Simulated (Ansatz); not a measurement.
Two isomers of C2H6Se: A = `CC[SeH]`, B = `C[Se]C`.

Program: Ansatz. Geometries: PBE0-D4/def2-TZVP. ΔE: electronic, gas phase. CBS: MP2 limit from def2 TZ/QZ plus the TZ coupled-cluster correction, frozen cores. Functionals use def2-TZVPP. B3LYP here is the variant with VWN-RPA as its local correlation; programs differ in this. For Se outer-core shells are correlated without core-valence functions, which leaves a few kJ/mol of doubt a bond. Scalar relativity is left out up to krypton. One conformer a species, not always the lowest.

Problem. Which isomer does CCSD(T)/CBS put lower? Give the gap. (Best estimate.)

Solution. Ansatz gave: A, by 2.4 kJ/mol.

Problem. Give E(B) − E(A) in kJ/mol with B3LYP, PBE0-D4, PBE-D4, r2SCAN-D4, CCSD/def2-TZVPP, MP2/def2-TZVPP, BLYP-D4. (An estimate is asked.)

Solution. Ansatz gave: B3LYP 0.6, PBE0-D4 2.2, PBE-D4 0.8, r2SCAN-D4 1.3, CCSD/def2-TZVPP 2.5, MP2/def2-TZVPP -0.2, BLYP-D4 -0.8. The order is the other way round with BLYP-D4.

Problem. Does the order hold for the free energy at 298.15 K (harmonic terms from PBE0-D4)? (An estimate is asked.)

Solution. Computed: Yes: G(B) − G(A) = +5.5 kJ/mol, for one conformer each.

Largest T1 diagnostic: 0.008.

Leaving LDA and LC-ωPBE aside and taking each functional with its dispersion term where it has one, the values, not all of them listed here, spread over 4.1 kJ/mol, from BLYP-D4 to CAM-B3LYP-D4. LDA lies +8.2 kJ/mol from PBE without D4. From BLYP to BHLYP (50 % exact exchange), in def2-TZVPP and without D4, E(B) − E(A) moves by +3.7 kJ/mol.
